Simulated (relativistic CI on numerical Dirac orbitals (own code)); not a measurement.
**Spin-allowed bands of a d3 ion in an octahedral site, by hand**

Problem. A d3 ion in an octahedral site has a 4A2 ground term and spin-allowed bands at ν1 = 18800 and ν2 = 23527 cm⁻¹ (from a computed ligand-field model). Find Δ and the Racah parameter B, and predict the third band.

Working.
1. The F term splits into A2 (−1.2Δ), T2 (−0.2Δ) and T1 (+0.6Δ), so ν1 = E(T2) − E(A2) = Δ = 18800 cm⁻¹.
2. T1(F) mixes with T1(P), which lies at 15B, through an element 0.4Δ. The two roots, counted from A2, are ν2,3 = ½(15B + 3Δ) ∓ ½√[(15B − Δ)² + 12BΔ].
3. Solving the lower root for B gives B = (2ν1² + ν2² − 3ν1ν2)/(15ν2 − 27ν1) = -66523071/-154695 = 430 cm⁻¹.
4. The sum of the roots is 15B + 3Δ, so ν3 = 15B + 3ν1 − ν2 = 39323 cm⁻¹ (254 nm).

Check. The bands were computed by exact diagonalisation of the d3 shell with B = 430 and Δ = 18800 cm⁻¹, which gives ν3 = 39323 cm⁻¹. C does not enter the terms of highest spin.
